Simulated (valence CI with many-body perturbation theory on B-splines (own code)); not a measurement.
# Pt LXIV: E2, M1 decay

Calculated by valence CI with perturbative core correlation (CI+MBPT): five valence electrons over a frozen Dirac-Fock core [Ne], radial functions for each j: 11 s, 11 p, 10 d, 8 f, 5 g, 2 h, with the one-electron correlation potential Σ1 (screened to all orders), the two-electron term Σ2, the three-electron term Σ3, Breit, model QED; selected single and double excitations, second order for the rest, scaled by the run's own slope (own B-spline code, finite nucleus).

No measured spectrum was set against this ion. As an estimate, large intervals hold to a few tenths of a per cent, small ones and those within an open d or f shell to about a per cent. Among the levels kept, up to 3100 cm⁻¹ of a level comes from second order outside the variational space, and about a tenth of that is noise between levels of different J, which matters for small intervals.

Lines 1 to 20 of 20 in falling wavelength, among levels below 13129 × 10³ cm⁻¹, chosen from the decays that carry over 1 % of a level's rate. Wavelengths and rates use the calculated energies. Electric multipoles are in the length gauge, E1 and E2 with the static RPA response of the core. S is in atomic units (e²a₀⁴ for E2 and M2, e²a₀⁶ for E3), for M1 in squared Bohr magnetons. Weak lines are less certain than strong ones. Lines between different terms over intervals too small for the method are left out, as are lines whose strength nearly cancels.

Levels are named by their leading jj configuration (3d3/2^4 stands for four electrons in 3d with j = 3/2), which in mixed levels can hold well under half, so a name can repeat and another be missing. Letters in brackets count levels of one name in rising energy.

```
λ vac (Å)                               Upper                               Lower  Type   A (s⁻¹)  S (a.u.)
    118.4      (3s^2 3p1/2 3p3/2 3d5/2) J=9/2      (3s^2 3p1/2 3p3/2 3d3/2) J=7/2    M1  6.66e+06  4.10e+00
    29.38          (3s^2 3p3/2^2 3d5/2) J=9/2  (3s^2 3p1/2 3p3/2 3d5/2) J=7/2 [b]    M1  2.29e+08  2.15e+00
    29.12  (3s^2 3p1/2 3p3/2 3d5/2) J=7/2 [a]          (3s^2 3p1/2^2 3d5/2) J=5/2    M1  4.81e+08  3.52e+00
    28.21      (3s^2 3p1/2 3p3/2 3d5/2) J=9/2          (3s^2 3p1/2^2 3d5/2) J=5/2    E2  9.75e+06  1.56e-03
    28.18  (3s^2 3p1/2 3p3/2 3d3/2) J=5/2 [a]          (3s^2 3p1/2^2 3d3/2) J=3/2    M1  2.60e+08  1.30e+00
    28.00          (3s^2 3p3/2^2 3d5/2) J=7/2  (3s^2 3p1/2 3p3/2 3d5/2) J=5/2 [a]    M1  3.92e+08  2.55e+00
    27.99          (3s^2 3p1/2 3p3/2^2) J=3/2          (3s^2 3p1/2^2 3p3/2) J=3/2    M1  8.25e+08  2.68e+00
    27.95  (3s^2 3p1/2 3p3/2 3d3/2) J=1/2 [a]          (3s^2 3p1/2^2 3d3/2) J=3/2    M1  5.29e+08  8.56e-01
    27.86      (3s^2 3p3/2^2 3d5/2) J=5/2 [a]  (3s^2 3p1/2 3p3/2 3d5/2) J=3/2 [b]    M1  3.03e+08  1.46e+00
    27.65          (3s^2 3p3/2^2 3d5/2) J=9/2      (3s^2 3p1/2 3p3/2 3d5/2) J=9/2    M1  3.44e+08  2.70e+00
    27.22          (3s^2 3p1/2 3p3/2^2) J=5/2          (3s^2 3p1/2^2 3p3/2) J=3/2    M1  1.40e+08  6.30e-01
    27.22          (3s^2 3p1/2 3p3/2^2) J=5/2          (3s^2 3p1/2^2 3p3/2) J=3/2    E2  2.10e+07  1.68e-03
    26.93          (3s^2 3p3/2^2 3d5/2) J=7/2  (3s^2 3p1/2 3p3/2 3d5/2) J=7/2 [a]    M1  2.63e+08  1.52e+00
    26.83          (3s^2 3p3/2^2 3d5/2) J=9/2  (3s^2 3p1/2 3p3/2 3d5/2) J=7/2 [a]    M1  2.75e+08  1.97e+00
    26.27          (3s^2 3p1/2 3p3/2^2) J=1/2          (3s^2 3p1/2^2 3p3/2) J=3/2    M1  4.64e+08  6.24e-01
    26.27          (3s^2 3p1/2 3p3/2^2) J=1/2          (3s^2 3p1/2^2 3p3/2) J=3/2    E2  1.78e+07  3.99e-04
    26.13                (3s^2 3p3/2^3) J=3/2          (3s^2 3p1/2 3p3/2^2) J=3/2    M1  8.98e+08  2.38e+00
    26.00      (3s^2 3p3/2^2 3d5/2) J=5/2 [a]  (3s^2 3p1/2 3p3/2 3d5/2) J=5/2 [a]    M1  6.49e+07  2.54e-01
    25.80      (3s^2 3p3/2^2 3d5/2) J=5/2 [a]  (3s^2 3p1/2 3p3/2 3d5/2) J=3/2 [a]    M1  8.57e+07  3.28e-01
    25.08      (3s^2 3p3/2^2 3d5/2) J=5/2 [a]  (3s^2 3p1/2 3p3/2 3d5/2) J=7/2 [a]    M1  5.06e+08  1.77e+00
```
